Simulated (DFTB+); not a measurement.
DFTB+ input (SCC-DFTB): The folder sk holds the Slater-Koster set scc that CP2K ships.

```
Geometry = xyzFormat {
10

C     -0.82880747    -0.85321887     0.09333913
C     -0.92924405     0.62460597    -0.23543664
C      0.34001918     0.13822213     0.40950566
N      1.51629915     0.19488341    -0.33550768
H     -0.64568999    -1.52977438    -0.73414714
H     -1.46790648    -1.24046512     0.88781194
H     -1.63577576     1.22445929     0.33362985
H     -0.82635303     0.90803235    -1.27729542
H      0.33128085     0.35172249     1.50536208
H      2.13854425    -0.53581382     0.02874361
}
Hamiltonian = DFTB {
  SCC = Yes
  SCCTolerance = 1e-8
  MaxSCCIterations = 300
  Charge = -1
  SlaterKosterFiles = Type2FileNames {
    Prefix = "sk/"
    Separator = ""
    Suffix = ".spl"
    LowerCaseTypeName = Yes
  }
  MaxAngularMomentum {
    C = "p"
    H = "s"
    N = "p"
  }
  Filling = Fermi { Temperature [K] = 0 }
}
ParserOptions { ParserVersion = 14 }
```

From the output:

```
    7       1.00109241
    8       0.96140442
    9       1.07750150
   10       0.91770860

l-shell populations (up)
 Atom Sh.   l       Population
    1   1   0       1.22620345
    1   2   1       3.03295196
    2   1   0       1.21474258
    2   2   1       2.97124114
    3   1   0       1.14166122
    3   2   1       2.65647456
    4   1   0       1.52696439
    4   2   1       4.31417288
    5   1   0       0.96328804
    6   1   0       0.99459286
    7   1   0       1.00109241
    8   1   0       0.96140442
    9   1   0       1.07750150
   10   1   0       0.91770860

Orbital populations (up)
 Atom Sh.   l   m       Population  Label
    1   1   0   0       1.22620345  s
    1   2   1  -1       0.86549219  p_y
    1   2   1   0       0.99350073  p_z
    1   2   1   1       1.17395904  p_x
    2   1   0   0       1.21474258  s
    2   2   1  -1       0.94648311  p_y
    2   2   1   0       0.93854862  p_z
    2   2   1   1       1.08620940  p_x
    3   1   0   0       1.14166122  s
    3   2   1  -1       0.97921655  p_y
    3   2   1   0       0.86000687  p_z
    3   2   1   1       0.81725114  p_x
    4   1   0   0       1.52696439  s
    4   2   1  -1       1.55663300  p_y
    4   2   1   0       1.67510202  p_z
    4   2   1   1       1.08243785  p_x
    5   1   0   0       0.96328804  s
    6   1   0   0       0.99459286  s
    7   1   0   0       1.00109241  s
    8   1   0   0       0.96140442  s
    9   1   0   0       1.07750150  s
   10   1   0   0       0.91770860  s

Fermi level:                         0.2633770589 H            7.1669 eV
Band energy:                        -3.0728617389 H          -83.6168 eV
TS:                                  0.0000000000 H            0.0000 eV
Band free energy (E-TS):            -3.0728617389 H          -83.6168 eV
Extrapolated E(0K):                 -3.0728617389 H          -83.6168 eV
Input / Output electrons (q):     24.0000000000     24.0000000000

Energy H0:                         -10.0886112651 H         -274.5251 eV
Energy SCC:                          0.1867044267 H            5.0805 eV
Total Electronic energy:            -9.9019068384 H         -269.4446 eV
Repulsive energy:                    0.2504919195 H            6.8162 eV
Total energy:                       -9.6514149189 H         -262.6284 eV
Extrapolated to 0:                  -9.6514149189 H         -262.6284 eV
Total Mermin free energy:           -9.6514149189 H         -262.6284 eV
Force related energy:               -9.6514149189 H         -262.6284 eV

Non-constrained calculation

SCC converged

Warning: dipole moment is not defined absolutely!
Dipole moment:   -1.38063971   -0.24865712    0.37483519 au
Dipole moment:   -3.50923639   -0.63202340    0.95273609 Debye
```

The dipole moment of an ion depends on the origin.

The geometry given is a B3LYP-D3(BJ)/def2-TZVP minimum.
